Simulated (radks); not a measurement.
Yb L, 21 electrons, occupied as [Ar] 3d3 (the NIST ground configuration).

Method: Dirac Kohn-Sham, AM05, spin-unpolarised, spherical densities, finite nucleus; open shells fill j = l - 1/2 first; Fermi nuclear charge, rms radius 5.3108 fm; computed with a radial shooting solver on a logarithmic mesh with Libxc functionals.

Energy parts (eV):
total: -324471.00
kinetic: 365996.20
electron-nucleus: -732232.47
Hartree: 46513.95
exchange-correlation: -4748.68

Orbitals (lengths in bohr, moments of r in powers of bohr; <r^-3> diverges for s and p1/2):
orbital,occ.,eigenvalue (eV),<1/r>,<r^4>,<r^-3>,<r^2>,small-component weight
1s1/2,2,-64213.65,80.56,7.571e-07,-,0.0005305,6.89e-02
2s1/2,2,-13386.82,19.58,0.0001119,-,0.008046,1.57e-02
2p1/2,2,-12937.23,19.53,0.00006782,-,0.005775,1.57e-02
2p3/2,4,-11878.89,16.79,0.00009374,13640,0.006946,1.44e-02
3s1/2,2,-5011.838,7.638,0.003376,-,0.04782,5.73e-03
3p1/2,2,-4833.114,7.564,0.002895,-,0.04335,5.67e-03
3p3/2,4,-4574.262,6.844,0.003588,3495,0.04853,5.32e-03
3d3/2,3,-4303.826,6.719,0.002222,613.3,0.03634,5.15e-03
3d5/2,0,-4243.906,6.545,0.002372,532.6,0.03771,5.06e-03

The highest occupied level is 3d3/2 at -4303.8 eV. For comparison, the ionisation energy in NIST's Atomic Spectra Database is 4364 eV (theoretical). In exact Kohn-Sham theory the highest level is minus the ionisation energy, but local and semilocal functionals leave it too shallow, through self-interaction and a potential that decays too fast; potentials with the right tail come closer. Summed over all electrons, <r^2> = 0.5420 bohr^2, which gives a Langevin (diamagnetic) susceptibility term of -0.429 x 10^-6 cm^3/mol. The density falls to 0.001 e/bohr^3 at r = 0.64 bohr. The electron density at the nucleus is 1.022e+06 e/bohr^3.

Beside tabulated values, note that spin-unpolarised runs miss the spin-polarisation part of the exchange energy of open shells.
